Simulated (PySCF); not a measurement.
C4H4FOS2 (charge +1).
Atom-mapped SMILES: `[CH3:1][O:2][c+:3]1[s:4][cH:5][c:6]([F:7])[s:8]1` (hydrogens: H9, H10, H11 on C1; H12 on C5)

Vertical excitations from PySCF (density fitting, frozen core in the response, grid level 2 and gas phase unless stated; continuum runs use non-equilibrium linear response for the excitations) on a GFN2-xTB geometry. Reference run:

```
                              settings    S1, eV (f)    S2, eV (f)    S3, eV (f)    S4, eV (f)    S5, eV (f)    S6, eV (f)  T1, eV (Tamm–Dancoff)  mean α (au)
PBE0/def2-SVPD, full TDDFT, 6 singlets  4.41 (0.089)  4.88 (0.000)  5.74 (0.035)  6.24 (0.000)  6.41 (0.000)  6.63 (0.226)                   3.12         81.2
```

Q: What do these settings give: (1) PBE0/aug-cc-pVDZ, TDA, 1 singlet; (2) PBE0/6-31G*, full TDDFT, 12 singlets?

A: 
```tsv
settings	S1, eV (f)	S2, eV (f)	S3, eV (f)	S4, eV (f)	S5, eV (f)	S6, eV (f)	T1, eV (Tamm–Dancoff)	mean α (au)
PBE0/aug-cc-pVDZ, TDA, 1 singlet	4.61 (0.114)	–	–	–	–	–	3.13	82.1
PBE0/6-31G*, full TDDFT, 12 singlets	4.50 (0.101)	4.81 (0.000)	5.91 (0.054)	6.27 (0.000)	6.48 (0.000)	6.87 (0.001)	3.15	71.7
```

(1) S1 moves by +0.20 eV; basis and response scheme change together, so the shift can't be laid on one. (2) S1 moves by +0.09 eV. States are counted by energy in each run and needn't keep their character from row to row.

All basis functions are spherical, in the Pople sets too.

Q: Give the leading configurations of S1 (H = HOMO, L = LUMO) and the HOMO–LUMO gap of each run.

A: 
```json
{"settings": "PBE0/def2-SVPD, full TDDFT, 6 singlets", "S1 configurations (weight)": "H→L 0.97", "S1 (eV)": "4.41", "orbital gap (eV)": "5.19", "S1 − gap (eV)": "-0.78"}
{"settings": "PBE0/aug-cc-pVDZ, TDA, 1 singlet", "S1 configurations (weight)": "H→L 0.93", "S1 (eV)": "4.61", "orbital gap (eV)": "5.19", "S1 − gap (eV)": "-0.58"}
{"settings": "PBE0/6-31G*, full TDDFT, 12 singlets", "S1 configurations (weight)": "H→L 0.97", "S1 (eV)": "4.50", "orbital gap (eV)": "5.22", "S1 − gap (eV)": "-0.72"}
```

Conformer computed: `[CH3:1][O:2][c+:3]1[s:4][cH:5][c:6]([F:7])[s:8]1`: C1–O2–C3–S4 0°.

One conformer stands for the species.
